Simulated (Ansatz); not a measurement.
A short molecular-dynamics run on `C[O][Ta]([F])([F])([F])[F]`.

```yaml
crystal:
  periodic: [false, false, false]
  atoms:
    - {symbol: C, position_ang: [0.553244, -1.680544, 0.011453]}
    - {symbol: O, position_ang: [-0.342022, -0.591399, -0.020393]}
    - {symbol: Ta, position_ang: [-0.483299, 1.244379, -0.011922]}
    - {symbol: F, position_ang: [-2.365200, 1.263540, -0.101540]}
    - {symbol: F, position_ang: [-0.424156, 2.090567, -1.671983]}
    - {symbol: F, position_ang: [-0.583068, 2.062818, 1.660064]}
    - {symbol: F, position_ang: [1.396052, 1.443916, 0.079191]}
    - {symbol: H, position_ang: [1.581698, -1.315461, 0.062348]}
    - {symbol: H, position_ang: [0.333756, -2.292388, 0.887546]}
    - {symbol: H, position_ang: [0.416194, -2.276626, -0.891864]}
basis:
  gaussian: {orbitals: def2-SVP}
hamiltonian: {xc: {name: revPBE}}
md: {timestep: 0.5 fs, n_steps: 30, ensemble: nvt_langevin, temperature: 300, initial_velocities: maxwell_boltzmann, friction: 0.01, seed: 621}
```

```sh
$ ansatz run in.yaml --threads 4 --pin off --events-out ev --progress --plain --max-ram 11315MiB
```

```tsv
step	time (fs)	potential energy (eV)	kinetic (eV)	T (K)	conserved (eV)
0	0.0	-15547.1188	0.3490	270	–
1	0.5	-15547.1134	0.3370	261	–
2	1.0	-15547.1048	0.3098	240	–
3	1.5	-15547.0971	0.3124	242	–
4	2.0	-15547.0948	0.3210	248	–
5	2.5	-15547.1009	0.3514	272	–
6	3.0	-15547.1123	0.3705	287	–
7	3.5	-15547.1231	0.3783	293	–
8	4.0	-15547.1294	0.3696	286	–
9	4.5	-15547.1284	0.4002	310	–
10	5.0	-15547.1205	0.4020	311	–
11	5.5	-15547.1107	0.3953	306	–
12	6.0	-15547.1027	0.3868	299	–
13	6.5	-15547.0975	0.3791	293	–
14	7.0	-15547.0960	0.3963	307	–
15	7.5	-15547.1004	0.4185	324	–
16	8.0	-15547.1105	0.4234	328	–
17	8.5	-15547.1235	0.4228	327	–
18	9.0	-15547.1374	0.4582	354	–
19	9.5	-15547.1487	0.4885	378	–
20	10.0	-15547.1552	0.4810	372	–
21	10.5	-15547.1557	0.4686	363	–
22	11.0	-15547.1497	0.4838	374	–
23	11.5	-15547.1364	0.4726	366	–
24	12.0	-15547.1176	0.4568	353	–
25	12.5	-15547.0976	0.4440	343	–
26	13.0	-15547.0805	0.4078	316	–
27	13.5	-15547.0682	0.4083	316	–
28	14.0	-15547.0617	0.3894	301	–
29	14.5	-15547.0585	0.3742	290	–
30	15.0	-15547.0540	0.3726	288	–
```

Velocities are drawn at the set temperature; a run this short doesn't reach equilibrium.

Frames (Å, forces in eV/Å):

```xyz
10
time=0.0 fs
C     0.553   -1.681    0.011   -0.170    0.132   -0.007
O    -0.342   -0.591   -0.020   -0.164   -0.713   -0.013
Ta   -0.483    1.244   -0.012   -0.103    0.180   -0.003
F    -2.365    1.264   -0.102   -0.957    0.033   -0.045
F    -0.424    2.091   -1.672    0.033    0.451   -0.894
F    -0.583    2.063    1.660   -0.052    0.436    0.901
F     1.396    1.444    0.079    0.925    0.124    0.045
H     1.582   -1.315    0.062    0.598    0.142    0.029
H     0.334   -2.292    0.888   -0.078   -0.396    0.488
H     0.416   -2.277   -0.892   -0.032   -0.388   -0.500
10
time=0.5 fs
C     0.559   -1.679    0.008   -0.153    0.333    0.438
O    -0.342   -0.592   -0.020   -0.146   -0.741   -0.042
Ta   -0.483    1.244   -0.012   -0.192    0.201    0.026
F    -2.368    1.266   -0.100   -0.884    0.028   -0.044
F    -0.424    2.092   -1.672    0.031    0.442   -0.879
F    -0.583    2.063    1.662   -0.042    0.410    0.852
F     1.395    1.442    0.077    0.941    0.129    0.049
H     1.586   -1.309    0.044    0.578    0.132    0.099
H     0.337   -2.293    0.886    0.010   -0.309    0.405
H     0.426   -2.273   -0.882   -0.143   -0.626   -0.903
10
time=1.0 fs
C     0.564   -1.678    0.005   -0.118    0.505    0.858
O    -0.341   -0.592   -0.020   -0.122   -0.774   -0.070
Ta   -0.484    1.244   -0.011   -0.286    0.227    0.048
F    -2.371    1.268   -0.100   -0.802    0.022   -0.042
F    -0.425    2.093   -1.671    0.030    0.429   -0.856
F    -0.584    2.063    1.664   -0.032    0.385    0.803
F     1.395    1.440    0.075    0.952    0.134    0.052
H     1.592   -1.303    0.028    0.519    0.109    0.167
H     0.339   -2.295    0.886    0.103   -0.204    0.290
H     0.437   -2.270   -0.875   -0.244   -0.834   -1.249
10
time=1.5 fs
C     0.568   -1.677    0.002   -0.060    0.638    1.172
O    -0.341   -0.592   -0.019   -0.092   -0.812   -0.095
Ta   -0.484    1.244   -0.011   -0.384    0.260    0.067
F    -2.374    1.270   -0.099   -0.710    0.017   -0.040
F    -0.426    2.095   -1.671    0.029    0.413   -0.827
F    -0.584    2.063    1.666   -0.022    0.357    0.749
F     1.394    1.438    0.073    0.956    0.138    0.054
H     1.598   -1.296    0.012    0.422    0.074    0.233
H     0.341   -2.297    0.887    0.188   -0.104    0.175
H     0.446   -2.268   -0.871   -0.327   -0.981   -1.489
10
time=2.0 fs
C     0.573   -1.675   -0.001    0.036    0.695    1.323
O    -0.342   -0.593   -0.019   -0.057   -0.849   -0.117
Ta   -0.484    1.244   -0.011   -0.483    0.296    0.090
F    -2.377    1.273   -0.098   -0.615    0.011   -0.038
F    -0.427    2.096   -1.671    0.027    0.395   -0.794
F    -0.585    2.063    1.668   -0.011    0.327    0.691
F     1.394    1.436    0.071    0.957    0.141    0.057
H     1.606   -1.290   -0.004    0.269    0.025    0.294
H     0.344   -2.298    0.887    0.262   -0.013    0.068
H     0.456   -2.268   -0.871   -0.385   -1.027   -1.573
10
time=2.5 fs
C     0.578   -1.674   -0.003    0.151    0.654    1.274
O    -0.342   -0.593   -0.018   -0.020   -0.883   -0.138
Ta   -0.484    1.244   -0.011   -0.582    0.331    0.109
F    -2.381    1.275   -0.096   -0.521    0.004   -0.037
F    -0.428    2.098   -1.671    0.026    0.375   -0.758
F    -0.586    2.063    1.671    0.001    0.297    0.632
F     1.393    1.435    0.069    0.960    0.144    0.060
H     1.616   -1.283   -0.017    0.074   -0.038    0.344
H     0.349   -2.299    0.887    0.321    0.059   -0.020
H     0.465   -2.270   -0.875   -0.409   -0.944   -1.465
10
time=3.0 fs
C     0.582   -1.672   -0.005    0.292    0.543    1.059
O    -0.342   -0.594   -0.017    0.021   -0.913   -0.155
Ta   -0.485    1.244   -0.010   -0.673    0.370    0.126
F    -2.384    1.278   -0.095   -0.432   -0.004   -0.036
F    -0.429    2.100   -1.672    0.024    0.351   -0.716
F    -0.587    2.063    1.674    0.013    0.265    0.569
F     1.393    1.433    0.067    0.959    0.148    0.063
H     1.627   -1.276   -0.029   -0.169   -0.118    0.383
H     0.355   -2.300    0.887    0.366    0.114   -0.096
H     0.473   -2.274   -0.883   -0.402   -0.757   -1.197
10
time=3.5 fs
C     0.587   -1.670   -0.007    0.419    0.356    0.732
O    -0.342   -0.595   -0.016    0.064   -0.935   -0.165
Ta   -0.485    1.244   -0.010   -0.749    0.414    0.144
F    -2.387    1.281   -0.094   -0.351   -0.011   -0.035
F    -0.429    2.102   -1.672    0.021    0.325   -0.669
F    -0.588    2.063    1.676    0.025    0.231    0.501
F     1.392    1.431    0.064    0.953    0.151    0.066
H     1.640   -1.269   -0.040   -0.418   -0.200    0.414
H     0.361   -2.300    0.888    0.404    0.166   -0.177
H     0.479   -2.280   -0.895   -0.370   -0.496   -0.811
10
time=4.0 fs
C     0.593   -1.668   -0.009    0.499    0.103    0.345
O    -0.342   -0.596   -0.015    0.097   -0.926   -0.169
Ta   -0.486    1.244   -0.009   -0.818    0.448    0.159
F    -2.390    1.284   -0.092   -0.271   -0.020   -0.035
F    -0.430    2.104   -1.672    0.019    0.297   -0.620
F    -0.589    2.063    1.679    0.038    0.197    0.434
F     1.392    1.429    0.062    0.942    0.153    0.069
H     1.652   -1.263   -0.047   -0.625   -0.268    0.431
H     0.367   -2.300    0.889    0.435    0.211   -0.253
H     0.483   -2.286   -0.909   -0.315   -0.196   -0.361
10
time=4.5 fs
C     0.597   -1.665   -0.011    0.534   -0.183   -0.045
O    -0.342   -0.598   -0.015    0.114   -0.884   -0.169
Ta   -0.486    1.244   -0.009   -0.890    0.470    0.169
F    -2.393    1.287   -0.091   -0.180   -0.029   -0.034
F    -0.431    2.106   -1.672    0.016    0.267   -0.566
F    -0.590    2.063    1.682    0.050    0.162    0.366
F     1.392    1.428    0.060    0.925    0.155    0.072
H     1.661   -1.257   -0.054   -0.774   -0.315    0.441
H     0.374   -2.301    0.889    0.458    0.254   -0.328
H     0.486   -2.293   -0.925   -0.253    0.103    0.093
10
time=5.0 fs
C     0.603   -1.663   -0.013    0.527   -0.451   -0.415
O    -0.341   -0.600   -0.014    0.125   -0.817   -0.165
Ta   -0.486    1.244   -0.009   -0.960    0.480    0.177
F    -2.397    1.290   -0.090   -0.080   -0.040   -0.033
F    -0.432    2.108   -1.673    0.013    0.235   -0.507
F    -0.590    2.064    1.684    0.062    0.128    0.297
F     1.392    1.426    0.058    0.900    0.156    0.075
H     1.669   -1.253   -0.061   -0.863   -0.336    0.448
H     0.382   -2.301    0.888    0.471    0.281   -0.386
H     0.489   -2.298   -0.942   -0.194    0.365    0.509
10
time=5.5 fs
C     0.608   -1.660   -0.015    0.456   -0.682   -0.732
O    -0.341   -0.602   -0.014    0.132   -0.735   -0.156
Ta   -0.487    1.244   -0.008   -1.018    0.480    0.181
F    -2.401    1.293   -0.088    0.020   -0.050   -0.032
F    -0.433    2.111   -1.674    0.009    0.202   -0.446
F    -0.591    2.064    1.687    0.074    0.094    0.229
F     1.392    1.424    0.056    0.864    0.156    0.078
H     1.674   -1.250   -0.066   -0.872   -0.325    0.443
H     0.391   -2.301    0.887    0.471    0.286   -0.417
H     0.491   -2.302   -0.959   -0.135    0.573    0.854
10
time=6.0 fs
C     0.614   -1.658   -0.017    0.309   -0.872   -0.994
O    -0.340   -0.604   -0.013    0.137   -0.648   -0.145
Ta   -0.487    1.244   -0.008   -1.062    0.479    0.181
F    -2.404    1.296   -0.086    0.116   -0.060   -0.031
F    -0.434    2.113   -1.674    0.006    0.165   -0.379
F    -0.591    2.065    1.689    0.086    0.060    0.160
F     1.393    1.423    0.053    0.817    0.155    0.080
H     1.676   -1.249   -0.070   -0.789   -0.281    0.427
H     0.401   -2.301    0.884    0.458    0.274   -0.422
H     0.492   -2.304   -0.973   -0.080    0.728    1.124
10
time=6.5 fs
C     0.619   -1.657   -0.019    0.125   -1.010   -1.190
O    -0.340   -0.607   -0.012    0.144   -0.553   -0.134
Ta   -0.487    1.244   -0.008   -1.094    0.476    0.178
F    -2.408    1.299   -0.085    0.210   -0.069   -0.030
F    -0.434    2.116   -1.676    0.004    0.126   -0.306
F    -0.591    2.066    1.692    0.097    0.024    0.088
F     1.394    1.421    0.051    0.762    0.152    0.081
H     1.676   -1.247   -0.074   -0.662   -0.219    0.406
H     0.411   -2.301    0.880    0.441    0.247   -0.405
H     0.492   -2.305   -0.985   -0.027    0.827    1.312
10
time=7.0 fs
C     0.625   -1.655   -0.023   -0.071   -1.107   -1.329
O    -0.340   -0.609   -0.012    0.151   -0.451   -0.123
Ta   -0.488    1.244   -0.007   -1.121    0.470    0.172
F    -2.411    1.302   -0.084    0.301   -0.078   -0.027
F    -0.435    2.118   -1.677    0.002    0.085   -0.232
F    -0.591    2.067    1.695    0.106   -0.011    0.018
F     1.396    1.420    0.049    0.705    0.149    0.081
H     1.675   -1.246   -0.077   -0.514   -0.147    0.376
H     0.423   -2.299    0.875    0.417    0.204   -0.362
H     0.492   -2.304   -0.994    0.024    0.885    1.427
10
time=7.5 fs
C     0.631   -1.653   -0.026   -0.252   -1.140   -1.421
O    -0.340   -0.612   -0.011    0.153   -0.341   -0.110
Ta   -0.488    1.244   -0.007   -1.137    0.456    0.163
F    -2.415    1.304   -0.083    0.391   -0.087   -0.025
F    -0.437    2.121   -1.678    0.000    0.045   -0.158
F    -0.591    2.067    1.697    0.114   -0.044   -0.048
F     1.397    1.419    0.047    0.640    0.145    0.081
H     1.675   -1.245   -0.079   -0.354   -0.068    0.339
H     0.436   -2.297    0.869    0.379    0.140   -0.286
H     0.491   -2.301   -1.000    0.066    0.894    1.466
10
time=8.0 fs
C     0.637   -1.652   -0.030   -0.418   -1.113   -1.448
O    -0.340   -0.615   -0.011    0.150   -0.225   -0.095
Ta   -0.489    1.244   -0.007   -1.143    0.432    0.157
F    -2.418    1.307   -0.081    0.477   -0.096   -0.023
F    -0.438    2.124   -1.679   -0.001    0.007   -0.088
F    -0.591    2.068    1.700    0.121   -0.075   -0.111
F     1.399    1.417    0.045    0.567    0.140    0.079
H     1.674   -1.243   -0.082   -0.189    0.011    0.300
H     0.451   -2.294    0.863    0.335    0.069   -0.197
H     0.491   -2.296   -1.002    0.100    0.851    1.427
10
time=8.5 fs
C     0.643   -1.650   -0.034   -0.585   -1.049   -1.414
O    -0.340   -0.618   -0.011    0.147   -0.107   -0.081
Ta   -0.489    1.244   -0.006   -1.143    0.398    0.154
F    -2.422    1.309   -0.080    0.560   -0.105   -0.021
F    -0.439    2.127   -1.680   -0.001   -0.029   -0.023
F    -0.590    2.068    1.702    0.128   -0.105   -0.173
F     1.401    1.416    0.044    0.494    0.136    0.078
H     1.673   -1.241   -0.084   -0.018    0.091    0.258
H     0.465   -2.292    0.856    0.291   -0.004   -0.093
H     0.490   -2.290   -1.001    0.127    0.774    1.315
10
time=9.0 fs
C     0.649   -1.649   -0.039   -0.750   -0.937   -1.340
O    -0.340   -0.621   -0.011    0.138    0.022   -0.062
Ta   -0.490    1.244   -0.006   -1.138    0.352    0.152
F    -2.425    1.312   -0.078    0.638   -0.113   -0.019
F    -0.441    2.129   -1.681   -0.001   -0.063    0.041
F    -0.590    2.069    1.705    0.135   -0.133   -0.233
F     1.402    1.415    0.042    0.422    0.132    0.076
H     1.672   -1.239   -0.086    0.165    0.175    0.211
H     0.480   -2.290    0.847    0.241   -0.089    0.041
H     0.488   -2.283   -0.996    0.150    0.655    1.132
10
time=9.5 fs
C     0.655   -1.649   -0.044   -0.900   -0.788   -1.196
O    -0.339   -0.624   -0.011    0.128    0.152   -0.036
Ta   -0.490    1.245   -0.006   -1.131    0.304    0.149
F    -2.428    1.315   -0.077    0.713   -0.122   -0.017
F    -0.442    2.132   -1.682   -0.001   -0.098    0.105
F    -0.589    2.069    1.707    0.140   -0.160   -0.292
F     1.404    1.414    0.040    0.353    0.128    0.075
H     1.671   -1.238   -0.087    0.342    0.258    0.162
H     0.496   -2.289    0.839    0.190   -0.164    0.166
H     0.485   -2.274   -0.990    0.167    0.490    0.885
10
time=10.0 fs
C     0.661   -1.648   -0.048   -1.014   -0.616   -0.955
O    -0.339   -0.627   -0.011    0.126    0.268   -0.006
Ta   -0.491    1.245   -0.006   -1.126    0.260    0.139
F    -2.431    1.318   -0.075    0.788   -0.131   -0.016
F    -0.444    2.136   -1.683   -0.001   -0.134    0.171
F    -0.588    2.070    1.709    0.146   -0.185   -0.345
F     1.406    1.413    0.039    0.285    0.126    0.073
H     1.672   -1.236   -0.089    0.488    0.333    0.115
H     0.513   -2.290    0.832    0.141   -0.203    0.247
H     0.483   -2.264   -0.982    0.167    0.283    0.576
10
time=10.5 fs
C     0.667   -1.648   -0.053   -1.057   -0.419   -0.621
O    -0.339   -0.630   -0.011    0.134    0.359    0.027
Ta   -0.491    1.246   -0.005   -1.124    0.221    0.135
F    -2.435    1.321   -0.074    0.863   -0.140   -0.015
F    -0.446    2.139   -1.684    0.000   -0.166    0.228
F    -0.588    2.070    1.711    0.152   -0.208   -0.394
F     1.407    1.412    0.037    0.218    0.123    0.072
H     1.674   -1.235   -0.090    0.574    0.389    0.068
H     0.531   -2.293    0.826    0.092   -0.205    0.288
H     0.482   -2.254   -0.973    0.147    0.046    0.211
10
time=11.0 fs
C     0.673   -1.647   -0.058   -1.015   -0.191   -0.221
O    -0.338   -0.632   -0.011    0.151    0.426    0.059
Ta   -0.492    1.246   -0.005   -1.121    0.184    0.137
F    -2.438    1.323   -0.072    0.936   -0.148   -0.014
F    -0.447    2.141   -1.684    0.000   -0.192    0.276
F    -0.588    2.070    1.714    0.156   -0.228   -0.440
F     1.409    1.411    0.036    0.154    0.121    0.070
H     1.679   -1.233   -0.091    0.583    0.416    0.024
H     0.550   -2.296    0.820    0.045   -0.180    0.302
H     0.481   -2.244   -0.964    0.111   -0.207   -0.193
10
time=11.5 fs
C     0.679   -1.647   -0.063   -0.916    0.049    0.202
O    -0.337   -0.635   -0.011    0.167    0.496    0.091
Ta   -0.493    1.247   -0.005   -1.112    0.139    0.142
F    -2.441    1.326   -0.070    1.006   -0.157   -0.013
F    -0.449    2.144   -1.685    0.000   -0.214    0.317
F    -0.587    2.070    1.716    0.160   -0.245   -0.482
F     1.410    1.411    0.034    0.089    0.119    0.068
H     1.685   -1.230   -0.094    0.538    0.419   -0.018
H     0.569   -2.301    0.814    0.001   -0.140    0.298
H     0.480   -2.235   -0.956    0.066   -0.466   -0.605
10
time=12.0 fs
C     0.684   -1.646   -0.068   -0.765    0.277    0.614
O    -0.336   -0.637   -0.010    0.181    0.572    0.124
Ta   -0.493    1.247   -0.005   -1.100    0.093    0.151
F    -2.445    1.329   -0.069    1.073   -0.166   -0.013
F    -0.451    2.146   -1.685    0.001   -0.235    0.355
F    -0.587    2.070    1.718    0.164   -0.263   -0.524
F     1.412    1.411    0.033    0.022    0.117    0.067
H     1.693   -1.227   -0.096    0.443    0.400   -0.062
H     0.588   -2.305    0.810   -0.042   -0.089    0.272
H     0.479   -2.227   -0.949    0.025   -0.707   -0.985
10
time=12.5 fs
C     0.690   -1.645   -0.072   -0.573    0.478    0.950
O    -0.336   -0.640   -0.010    0.195    0.631    0.160
Ta   -0.494    1.248   -0.005   -1.082    0.057    0.158
F    -2.448    1.332   -0.067    1.133   -0.174   -0.013
F    -0.452    2.148   -1.685    0.001   -0.256    0.391
F    -0.586    2.069    1.720    0.168   -0.279   -0.563
F     1.413    1.411    0.031   -0.044    0.114    0.067
H     1.701   -1.222   -0.098    0.295    0.353   -0.108
H     0.608   -2.309    0.805   -0.091   -0.031    0.234
H     0.477   -2.220   -0.945   -0.001   -0.893   -1.276
10
time=13.0 fs
C     0.695   -1.644   -0.076   -0.388    0.607    1.139
O    -0.335   -0.642   -0.010    0.213    0.680    0.199
Ta   -0.495    1.248   -0.005   -1.061    0.027    0.170
F    -2.450    1.334   -0.065    1.188   -0.183   -0.014
F    -0.454    2.151   -1.686    0.000   -0.274    0.422
F    -0.586    2.069    1.721    0.172   -0.295   -0.601
F     1.415    1.410    0.029   -0.109    0.113    0.067
H     1.711   -1.217   -0.101    0.118    0.291   -0.153
H     0.628   -2.313    0.801   -0.140    0.024    0.196
H     0.473   -2.215   -0.944    0.006   -0.990   -1.424
10
time=13.5 fs
C     0.700   -1.643   -0.080   -0.221    0.636    1.192
O    -0.334   -0.644   -0.010    0.233    0.729    0.235
Ta   -0.495    1.249   -0.004   -1.042   -0.004    0.185
F    -2.453    1.337   -0.064    1.240   -0.192   -0.014
F    -0.456    2.153   -1.686    0.001   -0.290    0.448
F    -0.585    2.069    1.723    0.176   -0.310   -0.638
F     1.416    1.410    0.027   -0.170    0.111    0.067
H     1.721   -1.212   -0.104   -0.080    0.220   -0.190
H     0.646   -2.317    0.798   -0.183    0.091    0.139
H     0.469   -2.212   -0.947    0.045   -0.992   -1.424
10
time=14.0 fs
C     0.705   -1.642   -0.084   -0.089    0.567    1.127
O    -0.333   -0.646   -0.009    0.254    0.765    0.263
Ta   -0.496    1.249   -0.004   -1.020   -0.037    0.195
F    -2.456    1.340   -0.062    1.287   -0.200   -0.015
F    -0.458    2.155   -1.685    0.002   -0.303    0.471
F    -0.585    2.069    1.724    0.180   -0.321   -0.667
F     1.417    1.409    0.025   -0.228    0.111    0.067
H     1.731   -1.206   -0.109   -0.274    0.146   -0.221
H     0.664   -2.322    0.795   -0.223    0.170    0.061
H     0.465   -2.212   -0.954    0.112   -0.899   -1.281
10
time=14.5 fs
C     0.709   -1.641   -0.088   -0.022    0.403    0.956
O    -0.332   -0.647   -0.009    0.274    0.792    0.283
Ta   -0.497    1.250   -0.004   -0.995   -0.074    0.206
F    -2.458    1.342   -0.060    1.330   -0.209   -0.016
F    -0.460    2.157   -1.685    0.002   -0.312    0.488
F    -0.584    2.069    1.726    0.183   -0.329   -0.690
F     1.419    1.408    0.023   -0.285    0.111    0.067
H     1.740   -1.201   -0.113   -0.429    0.089   -0.247
H     0.681   -2.327    0.792   -0.261    0.253   -0.029
H     0.463   -2.214   -0.963    0.203   -0.726   -1.019
10
time=15.0 fs
C     0.714   -1.639   -0.092    0.000    0.179    0.734
O    -0.330   -0.649   -0.008    0.296    0.808    0.299
Ta   -0.498    1.250   -0.004   -0.969   -0.110    0.220
F    -2.461    1.345   -0.058    1.372   -0.216   -0.018
F    -0.462    2.159   -1.685    0.003   -0.319    0.500
F    -0.583    2.069    1.727    0.185   -0.335   -0.711
F     1.420    1.407    0.021   -0.339    0.112    0.066
H     1.748   -1.196   -0.117   -0.554    0.046   -0.270
H     0.698   -2.332    0.790   -0.302    0.345   -0.134
H     0.461   -2.218   -0.976    0.308   -0.510   -0.687
```

It took 57 s on 4 threads of an Arm Neoverse V1 on a shared host, with 0.49 GiB of host memory at the peak.
